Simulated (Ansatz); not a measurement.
Cost and result for the atomization energy of C2H8ClGeNSi, SMILES `C=C[N]([GeH3])[SiH2]Cl` (14 atoms, 13 bonds).

```xyz
14

C     0.2405    0.8208    2.0791
C     0.6787    0.7104    0.8236
N     0.0801   -0.0133   -0.2062
Ge    0.8893   -0.0076   -1.8868
Si   -1.3765   -0.8653    0.1539
Cl   -1.9565   -1.8107   -1.5788
H     0.7972    1.4144    2.7905
H    -0.6623    0.3411    2.4429
H     1.5940    1.2259    0.5430
H     2.1274    0.8814   -1.6974
H    -0.0643    0.5936   -2.9268
H     1.2930   -1.4340   -2.2807
H    -2.4704    0.0487    0.5558
H    -1.1702   -1.9056    1.1877
```

Charge 0, multiplicity 1. Correlated methods include outer-core shells of Ge, which these sets cover unevenly. Scalar relativity is left out up to krypton. The geometry is a stationary point of PBE0-D4/def2-TZVP. It is one conformer, not always the lowest. Program: Ansatz. All runs use 2 threads of an AMD EPYC 7R13 on a shared host and a share of an NVIDIA H100 80 GB. Times are those of one run each, without the atoms' runs, and a repeat can differ threefold. Electronic energies, without spin–orbit coupling; frozen cores. CCSD(T)/CBS adds CCSD(T) − MP2 in def2-TZVPP to the MP2 limit, and its time is that of the two runs behind it. T1 = 0.012. With those shells the extrapolation isn't a true limit. B3LYP takes the VWN-RPA correlation (the form of Gaussian; ORCA's B3LYP/G).

CCSD(T)/CBS is a level of theory with its own doubt, some kJ/mol a heavy atom from the limit and from the frozen cores, so smaller differences don't rank the functionals.

```csv
level,functions,wall time,atomization (kcal/mol),difference from CCSD(T)/CBS,per bond
MP2/def2-QZVPP,640,9 s,1162.9,0.3,0.0
PBE-D4/def2-TZVPP (with forces),337,9.5 s,1174.3,11.7,0.9
B2PLYP/def2-TZVPP,337,10 s,1145.2,-17.4,-1.3
r2SCAN-D4/def2-TZVPP (with forces),337,10 s,1161.6,-1.0,-0.1
ωB97X-V/def2-TZVPP,337,11 s,1167.4,4.8,0.4
PBE0-D4/def2-TZVPP,337,12 s,1159.2,-3.4,-0.3
ωB97M-V/def2-TZVPP (with forces),337,13 s,1162.6,0.0,0.0
B3LYP-D4/def2-TZVPP (with forces),337,13 s,1159.3,-3.3,-0.3
CCSD(T)/def2-TZVPP,337,17 s,1132.8,-29.8,-2.3
CCSD(T)/CBS(def2),–,26 s,1162.6,0.0,0.0
```

In def2-TZVPP, CCSD(T) changes the Hartree–Fock value by +291.4 kcal/mol (the triples alone add +18.0 kcal/mol) and MP2 by +303.8 kcal/mol; breaking electron pairs costs correlation energy, which Hartree–Fock lacks. The D4 term adds +16.0 kcal/mol with B3LYP and +8.5 kcal/mol with PBE0; it sums over pairs of atoms, weighted by their polarisabilities, and B3LYP, whose exchange is more repulsive, gets the larger term. From PBE to PBE0 (25 % exact exchange), in def2-TZVPP and without D4, the atomization energy moves by −13.7 kcal/mol: exact exchange takes away binding that semilocal exchange gives to molecules.
